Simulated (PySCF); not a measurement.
# C5H10N2: core ionisation energies

Compound: C5H10N2.
Atom-mapped SMILES: `[CH3:1][C:2]1=[N:3][NH:4][CH2:5][C@H:6]1[CH3:7]`

Method used: delta-SCF UKS SCAN, pcX-2 on the ionised atom, pcseg-1 elsewhere, spin-free X2C (PySCF 2.14.0). Binding energies are ΔSCF values: E(core-ionised, relaxed orbitals) − E(ground state) at a fixed geometry, referred to the vacuum level.

Question: Give the core binding energies atom by atom.

Answer: 
```json
{"atom(s)": "C1", "bonded to": "C and 3 H", "level": "C 1s", "binding energy (eV)": "290.75", "above the level's lowest (eV)": "+0.13", "count": "1"}
{"atom(s)": "C2", "bonded to": "N (double bond) and 2 C", "level": "C 1s", "binding energy (eV)": "290.62", "above the level's lowest (eV)": "0.00", "count": "1"}
{"atom(s)": "N3", "bonded to": "N and C (double bond)", "level": "N 1s", "binding energy (eV)": "404.80", "above the level's lowest (eV)": "0.00", "count": "1"}
{"atom(s)": "N4", "bonded to": "N, C and H", "level": "N 1s", "binding energy (eV)": "405.29", "above the level's lowest (eV)": "+0.49", "count": "1"}
{"atom(s)": "C5", "bonded to": "N, C and 2 H", "level": "C 1s", "binding energy (eV)": "291.39", "above the level's lowest (eV)": "+0.77", "count": "1"}
{"atom(s)": "C6", "bonded to": "3 C and H", "level": "C 1s", "binding energy (eV)": "290.84", "above the level's lowest (eV)": "+0.22", "count": "1"}
{"atom(s)": "C7", "bonded to": "C and 3 H", "level": "C 1s", "binding energy (eV)": "290.80", "above the level's lowest (eV)": "+0.18", "count": "1"}
```

The listed C 1s values span 0.77 eV, from C2 (bonded to N (double bond) and 2 C) to C5 (bonded to N, C and 2 H). The values 290.80 and 290.84 eV lie too close for their order to be trusted.

The listed N 1s values span 0.49 eV, from N3 (bonded to N and C (double bond)) to N4 (bonded to N, C and H). Summing the Pauling electronegativity differences to the bonded atoms, each weighted by its formal bond order, gives -0.98 for the lowest site and -1.33 for the highest; the largest sum, -0.98, belongs to N3, 0.49 eV below the top. The smallest sum, -1.33, belongs to N4, 0.49 eV above the lowest.

Question: Which effective nuclear charge Zeff reproduces each element's mean 1s value in the hydrogen-like formula E = 13.606 eV × Zeff²?

Answer: C (Z = 6): mean 290.9 eV, Zeff = 4.62, Z − Zeff = 1.38; N (Z = 7): mean 405.0 eV, Zeff = 5.46, Z − Zeff = 1.54. Means run over the listed sites, weighted by atom count.

One conformer (not necessarily the lowest) at the PBE0-D3(BJ)/def2-SVP geometry, without solvent, vibrations or thermal averaging.
